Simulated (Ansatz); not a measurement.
In5P5⁺. The state is a doublet with charge 1. Geometry PBE-D4/def2-SVP, that of the neutral singlet; atoms count from 1.

Cartesian coordinates in Å:
```
In 3.1174 2.1706 0.1297
In 0.6913 -1.4282 2.6505
In 0.3926 1.7746 -1.6051
In -1.0559 -1.4785 -2.8405
In -2.1238 1.2876 1.6712
P 0.2901 -2.1306 -0.2223
P -1.7667 -1.3728 0.0434
P 1.6745 -0.4291 -0.0207
P -1.9276 0.5260 -1.0393
P 0.7082 1.0803 1.2332
```

In the def2 sets In takes a core potential; there is no spin–orbit coupling. The structure comes from a short search, and lower isomers may exist.

Question: Estimate the Mulliken populations from the PBE0/def2-SVP orbitals of Ansatz.

Answer: 
```csv
atom,charge (e),spin (α − β)
In1,0.50,0.04
In2,0.45,0.02
In3,0.32,0.20
In4,0.44,0.04
In5,0.43,0.06
P6,-0.09,0.08
P7,-0.15,0.03
P8,-0.23,-0.01
P9,-0.24,0.48
P10,-0.42,0.06
```
Mulliken values and Mayer orders depend strongly on the basis.

Question: Where does the spin sit?

Answer: Summed by element: In 0.36, P 0.64, of 1 unpaired in all. Largest on single atoms: P9 0.48, In3 0.20, P6 0.08.

Question: And the Mayer bond orders between bonded heavy atoms (over 0.3)?

Answer: In1–P10 0.46 (2.87 Å); In2–P10 0.33 (2.88 Å); In3–P9 0.57 (2.69 Å); In3–P10 0.35 (2.94 Å); In4–P9 0.38 (2.83 Å); In5–P9 0.38 (2.82 Å); In5–P10 0.39 (2.87 Å); P6–P7 1.00 (2.21 Å); P6–P8 1.03 (2.20 Å); P7–P9 1.10 (2.19 Å); P8–P10 1.03 (2.19 Å).
